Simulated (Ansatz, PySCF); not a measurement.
System: CH$_{6}$OSi, net charge 0, singlet state. 
Geometry from a B3LYP-D3(BJ)/def2-TZVP (Ansatz, an electronic-structure program) optimisation:
```xyz
9

Si     1.0072     0.2847     0.1736
O     -0.3092    -0.5077    -0.4154
C     -1.6411    -0.1893    -0.0463
H      2.1880    -0.3427    -0.4511
H      1.0809     0.1649     1.6527
H      0.9516     1.7305    -0.1643
H     -1.8932     0.8414    -0.3167
H     -1.7973    -0.3187     1.0297
H     -2.3104    -0.8637    -0.5797
```
Charge 0, spin multiplicity 1.

Quantity: vertical ionisation energy (to the doublet state of charge +1; each state is the SCF solution reached for its spin), in eV. Cores are frozen in the correlated levels unless marked. Open shells are spin-unrestricted. Spin-orbit coupling is left out. Non-relativistic. Basis-set limits of correlation are two-point, X^-3; Hartree-Fock from the larger set.

```
level                                         program  vertical ionisation energy (eV)  minus last row
--------------------------------------------  -------  -------------------------------  --------------
HF/aug-cc-pV(D+d)Z                             Ansatz                             9.63           -1.30
HF/aug-cc-pV(Q+d)Z                             Ansatz                             9.64           -1.29
B3LYP/def2-TZVPD                               Ansatz                            10.45           -0.48
CAM-B3LYP/def2-TZVPD                           Ansatz                            10.63           -0.30
B2PLYP/def2-TZVPD                              Ansatz                            10.66           -0.27
MP2/aug-cc-pV(D+d)Z                            Ansatz                            11.16            0.23
RI-MP2/CBS(aug-cc-pV(T+d)Z,aug-cc-pV(Q+d)Z)    Ansatz                            11.45            0.52
SCS-MP2/aug-cc-pV(T+d)Z                        Ansatz                            11.25            0.32
CCSD/CBS(aug-cc-pV(T+d)Z,aug-cc-pV(Q+d)Z)      Ansatz                            10.89           -0.04
CCSD(T)/CBS(aug-cc-pV(T+d)Z,aug-cc-pV(Q+d)Z)   Ansatz                            10.93            0.00
```

For comparison, minus the highest occupied orbital energy (PySCF): 9.68 eV at M06-2X/def2-TZVPD.
